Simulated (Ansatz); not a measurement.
A made-up structure of CHSeSi, doublet:

| atom | x (Å) | y (Å) | z (Å) |
| --- | --- | --- | --- |
| C1 | 1.2709 | 0.2034 | 0.7872 |
| Si2 | -0.1831 | 0.4036 | -0.2235 |
| Se3 | 0.1547 | -1.6051 | 0.5106 |
| H4 | 2.0271 | 0.8032 | 1.2253 |

It is relaxed with PBE-D4/def2-SVP and then PBE0-D4/def2-TZVP (Ansatz 0.2.0). Atoms count as bonded within 1.22 times the sum of their covalent radii (H–H: 0.88 Å). The end point is not checked to be a true minimum.

Task: Does its bonding change? (A judgement: the text doesn't fix the answer.)

Result: By the calculation: No: no bond forms or breaks.

Where it ends: The first stage lowers the energy by 1.14 eV in 6 steps. It ends as CHSeSi ([CH]1[Si][Se]1):
```tsv
atom	x (Å)	y (Å)	z (Å)
C1	1.1158	0.2442	0.7089
Si2	-0.2646	0.5421	-0.3315
Se3	0.4153	-1.5015	0.6634
H4	2.0032	0.5203	1.2588
```

Labels in which every atom is bracketed show which atoms are joined, not bond orders.

For scale, one of the runs: PBE0-D4/def2-TZVP relaxation, 122 basis functions, launched by `ansatz run in.yaml --threads 2 --pin off --events-out ev --progress --plain --max-ram 4352MiB`. The run took about 19 s on 2 CPU threads of an Intel Xeon 6975P-C (shared host).
